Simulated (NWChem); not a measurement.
# bromine (Br₂); SMILES BrBr

```xyz
2

Br     0.0000     0.0000     1.1492
Br     0.0000     0.0000    -1.1492
```
Atoms are numbered in this order, from 1.

All runs: NWChem. The geometry was optimised at PBE0/def2-SVP. GIAO values for the isolated, static molecule; σ is the absolute isotropic shielding. Spin-orbit effects, on the heavy nuclei and on their neighbours, are missing.

**Question.** Estimate the computed values for PBE/x2c-SVPall-s, scalar ZORA without spin-orbit coupling. Quantities: σ Br1 (ppm).

**Answer.** 
```json
{
 "σ Br1 (ppm)": "1520.0"
}
```
